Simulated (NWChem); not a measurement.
## Correlation energy of AgCl

```xyz
2

Ag     0.0000     0.0000    -0.6112
Cl     0.0000     0.0000     1.6899
```
Charge 0, spin multiplicity 1.

All runs are NWChem calculations. The geometry was optimised at PBE0/def2-SVP with def2 effective core potentials on Ag, a minimum by its harmonic frequencies.

Basis set: def2-SVP. Each correlation energy counts from its own Hartree-Fock reference.

```csv
method,correlation energy (mHa),difference from CCSD(T)
CCSD,-372.7,+8.9
CR-CCSD[T],-380.3,+1.2
SCS-MP2,-333.7,+47.8
CCSD(T),-381.5,0.0
MP2,-369.2,+12.3
CR-CCSD(T),-379.9,+1.7
CCSD+T(CCSD),-382.1,-0.6
```

The values span 48.4 mHa, from CCSD+T(CCSD) (lowest) to SCS-MP2 (highest). 

Effective core potentials replace the inner electrons of Ag; spin-orbit coupling is left out. The correlated methods keep 9 core orbitals frozen. The structure started from a generated list of species. No row is a measurement; the coupled-cluster row has its own basis-set and correlation limits.
